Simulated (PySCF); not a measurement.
SMILES B[SiH2][SiH2]O[SiH3] (H₉BOSi₃) (GFN2-xTB optimised geometry):

```
14

B      0.040     1.845     0.043
Si     1.654     0.716     0.034
Si     1.131    -1.550     0.000
O     -0.542    -1.550     0.000
Si    -1.818    -0.596     0.000
H     -0.276     2.407    -0.944
H     -0.286     2.375     1.045
H      2.573     0.892     1.184
H      2.581     0.923    -1.104
H      1.398    -2.407     1.161
H      1.401    -2.369    -1.187
H     -2.562    -0.790    -1.238
H     -2.581    -0.819     1.221
H     -1.200     0.796     0.020
```

Computed with B3LYP/def2-TZVP in PySCF 2.14.0.

Q: What are the frontier orbital energies and the dipole moment?

A: HOMO-2 -8.48 eV, HOMO-1 -8.45 eV, HOMO -7.66 eV, LUMO -2.05 eV, LUMO+1 -0.63 eV; dipole moment 1.68 D.

Meta-Löwdin charges at B3LYP/def2-TZVP: B1 -0.35, Si2 0.24, Si3 0.65, O4 -0.83, Si5 0.91, H6 0.03, H7 0.03, H8 -0.08, H9 -0.08, H10 -0.11, H11 -0.11, H12 -0.11, H13 -0.11, H14 -0.08.
